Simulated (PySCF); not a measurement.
FTcN, doublet: structure and spectrum

Method: UPBE0 in PySCF with Tc def2-TZVP with ECP28, N def2-TZVP, F def2-TZVP; scalar-relativistic core potentials, no spin–orbit coupling; density-fitted integrals.

The structure is a higher-order saddle point with 2 imaginary modes (one degenerate set).

Coordinates in bohr (charge 0 multiplicity 2):
```
Tc    0.0000    0.0000   -0.2183
N     0.0000    0.0000   -3.2111
F     0.0000    0.0000    3.5034
```

| Property | Result |
| --- | --- |
| Point group | C∞v |
| Bond lengths | Tc–F 1.969 Å, Tc–N 1.584 Å |
| Bond angles | F–Tc–N 180.0° |
| Principal polarisabilities | 24.0, 24.0, 46.7 bohr³ |
| Dipole moment | 1.23 D |
| Zero-point energy (real modes) | 10.6 kJ/mol |
| Highest occupied level (β) | -6.80 eV |
| Lowest empty level (α) | -3.61 eV |
| Principal quadrupole moments (Buckingham, traceless) about the centre of mass | -14.19, 7.09, 7.09 D Å |
| Rotational constants | 0.1575 cm⁻¹ |
| Spin squared ⟨S²⟩ | 0.783 |
| Atomisation energy without zero-point energy | 930 kJ/mol |

Harmonic modes (masses in u: Tc 98.907, N 14.003, F 18.998):
```
symmetry  ω (cm⁻¹)  IR (km/mol, summed over degenerate members)  μ (u)     type
       π      150i                                            –  19.15     bend
      σ+       567                                          140  21.27  stretch
      σ+      1206                                          134  15.53  stretch
```

In C∞v the vibrations span π + 2σ+.

Charges (e):
| atom | Mulliken | Löwdin | polar tensor | spin (Mulliken) | Mayer order to Tc1 |
| --- | --- | --- | --- | --- | --- |
| Tc1 | 1.05 | 0.63 | 1.60 | 1.31 | – |
| N2 | -0.46 | -0.20 | -0.74 | -0.30 | 2.88 |
| F3 | -0.59 | -0.44 | -0.86 | -0.01 | 0.63 |

Mulliken populations on Tc1 (electrons outside its core potential): s 2.18, p 6.09, d 5.64, f 0.04.

This need not be the most stable arrangement of these atoms. Open d and f shells are described by one determinant, and the ground state may have another occupation or spin. At this level a quartet minimum of Cs symmetry lies 24 kJ/mol below this structure.

The final relaxation and frequency run took about 2.8 core-minutes on a shared host.
